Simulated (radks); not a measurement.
Fractional charge and spin in the 6s shell of bismuth: the spin-up occupation runs from 0 to 1 and the spin-down occupation from 0 to 1; the fullest corner is Bi, [Xe] 4f14 5d10 6p(up 1.5, down 1.5) 6s(up 1, down 1). Method: scalar-relativistic Kohn-Sham, r2SCAN, spin-polarised, spherical densities, finite nucleus; meta-GGA in the generalised Kohn-Sham scheme; Fermi nuclear charge, rms radius of each element as measured or else 0.836 A^(1/3) + 0.57 fm; computed with a radial shooting solver on a logarithmic mesh with Libxc functionals. Energy (eV) minus the two flat planes that join the four corners (they meet along the diagonal where the two added fractions sum to one electron); zero is where a piecewise linear energy would lie.

down \ up       0    0.25     0.5    0.75       1
0           0.000  -0.808  -1.072  -0.802   0.000
0.25       -0.808  -0.969  -0.593   0.307  -0.739
0.5        -1.072  -0.593   0.413  -0.532  -0.974
0.75       -0.802   0.307  -0.532  -0.871  -0.722
1           0.000  -0.739  -0.974  -0.722   0.000

Corners above the fullest one (they belong to Bi+ and the next ion): (up 1, down 0) 18.731 eV, (up 0, down 1) 18.731 eV, (up 0, down 0) 47.322 eV. With half an added electron in each spin the energy lies 0.413 eV from the planes, and with half an added electron in spin up alone -1.072 eV. The planes are only a guide here: the flat-plane condition holds for ground states with one frontier orbital, while this shell lies below other occupied shells, so the corners above the fullest one are inner-hole states and not the ground states of those ions.
